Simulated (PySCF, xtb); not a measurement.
F4Se, SMILES F[Se-](F)(F)F, charge -1, multiplicity 2.

Harmonic wavenumbers (cm⁻¹) from GFN2-xTB in xtb at its own minimum, in rising order: 88, 101, 151, 205, 272, 320, 410, 420, 462.

Problem. What does PBE-D3(BJ)/def2-SVPD run with PySCF give at its own minimum? (The exact figures need the calculation; the answer reports its results.)

Solution. 119, 158, 169, 254, 256, 319, 434, 483, 524. Paired by order, the mean absolute difference is 36 cm⁻¹ and the zero-point energies are 3.5 and 3.9 kcal/mol.
